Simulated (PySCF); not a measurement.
revPBE on B⁻ (boron, charge -1), [He] 2s2 2p2, high-spin 3P determinant. Computed with PySCF 2.14 in aug-cc-pCVTZ-DK with one added diffuse shell each of s, p, d, f type (8s7p5d3f, 75 functions), with the spin-free X2C one-electron Hamiltonian (Gaussian nucleus).

```
cycle= 1 E= -24.6781761236714  delta_E= -0.00217  |g|= 0.00972  |ddm|= 0.961
cycle= 2 E= -24.6783834054159  delta_E= -0.000207  |g|= 0.0103  |ddm|= 0.122
cycle= 3 E= -24.6782303558905  delta_E= 0.000153  |g|= 0.00639  |ddm|= 0.161
cycle= 4 E= -24.6782927364872  delta_E= -6.24e-05  |g|= 0.00408  |ddm|= 0.0841
cycle= 5 E= -24.6783071492948  delta_E= -1.44e-05  |g|= 0.000778  |ddm|= 0.0524
cycle= 6 E= -24.6783062712308  delta_E= 8.78e-07  |g|= 0.000383  |ddm|= 0.0151
cycle= 7 E= -24.6783066132842  delta_E= -3.42e-07  |g|= 5.37e-05  |ddm|= 0.00352
cycle= 8 E= -24.6783066177131  delta_E= -4.43e-09  |g|= 1.01e-05  |ddm|= 0.000592
cycle= 9 E= -24.6783066179069  delta_E= -1.94e-10  |g|= 3.7e-07  |ddm|= 8.66e-05
converged SCF energy = -24.6783066179069  <S^2> = 2.0035337  2S+1 = 3.0023549
```

Highest occupied orbital energy: 1.907 eV; ⟨L²⟩ = 2.01; populations by l: s 4.00, p 2.00, d 0.00, f 0.00.

**Question.** Can this result be used?

**Answer.** With care. Self-consistency was reached. At revPBE the highest occupied level has a positive energy, so only the finite basis holds that electron; in a semilocal or global hybrid functional this comes from self-interaction and does not mean that the real anion is unbound.
